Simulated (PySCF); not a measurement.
SMILES F[Si](F)(F)[SiH2][Si](Cl)(Cl)Cl (H2Cl3F3Si3), GFN2-xTB optimised geometry.

```
11

F      1.16     1.26     2.93
Si     2.19     0.86     1.79
F      2.90     2.24     1.47
F      3.32     0.09     2.60
Si     1.29    -0.25     0.00
Si    -1.05    -0.25     0.00
Cl    -1.81    -1.22     1.61
Cl    -1.80     1.63     0.00
Cl    -1.75    -1.19    -1.66
H      1.80     0.37    -1.24
H      1.80    -1.63     0.00
```

Density from PBE/def2-TZVP in PySCF at that geometry.

Minimum of the electron density along straight lines between bonded atoms, close to the bond critical point (lines longer than 1.1 times the sum of covalent radii, or with two minima, are not listed):

| bond | length / Å | ρ at the minimum / e bohr⁻³ | ∇²ρ there / e bohr⁻⁵ | position (fraction from the first atom) |
|---|---|---|---|---|
| F1–Si2 | 1.590 | 0.144 | 1.01 | 0.58 |
| Si2–F3 | 1.589 | 0.144 | 1.01 | 0.42 |
| Si2–F4 | 1.589 | 0.144 | 1.01 | 0.42 |
| Si2–Si5 | 2.287 | 0.098 | … | 0.63 |
| Si5–Si6 | 2.338 | 0.093 | -0.16 | 0.45 |
| Si6–Cl7 | 2.028 | 0.106 | 0.23 | 0.37 |
| Si6–Cl8 | 2.029 | 0.106 | 0.23 | 0.37 |
| Si6–Cl9 | 2.028 | 0.106 | 0.23 | 0.37 |
| Si5–H10 | 1.473 | 0.121 | 0.16 | 0.50 |
| Si5–H11 | 1.473 | 0.121 | 0.16 | 0.50 |

Problem. Fill in the missing entries.

Solution. 
- Si2–Si5, ∇²ρ there / e bohr⁻⁵: -0.12
